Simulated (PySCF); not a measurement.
A run for PySCF: R-MP2/6-31G* on C2H6O2 (a complex).

```python
from pyscf import gto, scf, dft, mp
from pyscf.data.elements import chemcore

mol = gto.M(
    atom='''
    C    -0.06824196    0.02252586    0.09792465
    H     0.13407611   -0.23224213   -0.94107395
    H     0.63390243   -0.50677111    0.74136427
    H     0.04871745    1.09984186    0.22239125
    H    -1.09088199   -0.27278662    0.33653979
    O     1.12178895   -0.67055035    3.58050977
    C     0.30283116    0.05750317    4.06433747
    O    -0.61750421    0.75422688    3.38031927
    H     0.19275095    0.25478143    5.13838101
    H    -0.49924853    0.56296253    2.43373375
    ''',
    basis='6-31g*',
    cart=True,
    charge=0, spin=0, verbose=3, max_memory=1800)
mf = scf.RHF(mol)
mf.conv_tol = 1e-8
mf.max_cycle = 100
mf.kernel()
if not mf.converged:
    mf = mf.newton().run(mf.mo_coeff, mf.mo_occ)
pt = mp.MP2(mf, frozen=chemcore(mol)).run()
```

Program output:

```
converged SCF energy = -228.956652666574
E(RMP2) = -229.576616081221  E_corr = -0.619963414646539
E(SCS-RMP2) = -229.563540763446  E_corr = -0.606888096871844
```

The calculation finished and met its thresholds.

Cost: about 0.7 core-seconds (a rough figure).
